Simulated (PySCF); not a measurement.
**Excitation energy of Fe²⁺ by level of theory**

Fe²⁺ [Ar] 3d6 (5D) → Fe²⁺ [Ar] 3d5 4s1 (7S), as a difference of total energies. Computed with PySCF 2.14 in x2c-TZVPPall with one added diffuse shell each of s, p, d, f type (7s6p5d3f1g, 80 functions), with the spin-free X2C one-electron Hamiltonian (Gaussian nucleus). Correlated levels: valence: [Ar] frozen. The calculations carry no spin-orbit coupling.

```
           method  excitation energy (eV)
              UHF                   2.375
    MP2 (valence)                   3.532
SCS-MP2 (valence)                   3.980
   CCSD (valence)                   3.468
CCSD(T) (valence)                   3.501
```

Q: How much does correlation contribute at CCSD(T) (valence)?

A: 3.501 − (2.375) = 1.126 eV, measured against UHF.
